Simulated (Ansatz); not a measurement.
Te2Mo⁺. Charge 1, multiplicity 2. Geometry B3LYP-D4/def2-TZVP, that of the neutral singlet.

Cartesian coordinates in Å:
```
Mo 0.171 0.927 -0.161
Te 1.514 -0.937 -0.952
Te -1.685 0.011 1.112
```

In the def2 sets Mo, Te take a core potential; there is no spin–orbit coupling. At PBE-D4/def2-TZVP, r2SCAN-D4/def2-TZVP, PBE0-D4/def2-TZVP the charge 1 doublet is spin-contaminated (final ⟨S²⟩ up to 1.75, 0.75 for a pure state). The structure comes from a short search, and lower isomers may exist.

Task: Estimate the α-spin orbital energies around the gap (eV) in Ansatz with PBE-D4/def2-TZVP, r2SCAN-D4/def2-TZVP, PBE0-D4/def2-TZVP.

Result: 
```tsv
orbital	PBE-D4/def2-TZVP	r2SCAN-D4/def2-TZVP	PBE0-D4/def2-TZVP
HOMO−5	-12.32	-12.72	-13.58
HOMO−4	-12.18	-12.49	-13.34
HOMO−3	-11.83	-12.20	-13.07
HOMO−2	-11.69	-12.04	-12.90
HOMO−1	-10.81	-11.36	-12.14
HOMO	-10.32	-10.42	-10.99
LUMO	-9.75	-9.70	-9.07
LUMO+1	-9.26	-9.33	-8.69
LUMO+2	-8.94	-8.77	-8.12
LUMO+3	-8.06	-8.03	-7.45
LUMO+4	-6.58	-6.38	-5.95
LUMO+5	-5.09	-4.86	-4.35
β HOMO	-10.48	-10.82	-11.54
β LUMO	-9.12	-8.44	-7.68
```
